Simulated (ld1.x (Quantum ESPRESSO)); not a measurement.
Transferability test, TM potential for C (Z = 6)

C (Z = 6), norm-conserving Troullier–Martins (Kleinman–Bylander form), made with ld1.x (Quantum ESPRESSO) 7.5 (BLYP, scalar-relativistic). Core [He], reference 2s2 2p1.5 (charge +0.5). Waves: 2s (bound): rc 1.25 bohr; 2p (bound): rc 3.10 bohr; 3d channel at 0.45 Ry: rc 3.00 bohr. Local part: the d channel. Core correction: Bessel-smoothed model core inside 0.95 bohr.

Energies are relative to the spin-unpolarised reference configuration 2s2 2p1.5; without spin polarisation the order of configurations can differ from experiment.

```tsv
valence configuration	charge	ΔE all-electron (eV)	error AE − PS (meV)
2s2 2p2	0	-3.942	+28
2s2 2p1	+1	6.887	+63
2s2 2p0	+2	31.062	+978
2s0 2p4	0	12.867	+85
2s1 2p2	+1	15.531	-139
```

**Question.** What are ΔE and the potential's error for 2s1 2p3?

**Answer.** ΔE = 4.447 eV all-electron; the error (AE − PS) is +86 meV.

**Question.** What are ΔE and the potential's error for 2s1 2p0?

**Answer.** ΔE = 79.217 eV all-electron; the error (AE − PS) is +2026 meV.

Levels in the configuration 2s1 2p0:

| level | all-electron (eV) | pseudo (eV) |
| --- | --- | --- |
| 2s | -56.127 | -54.916 |
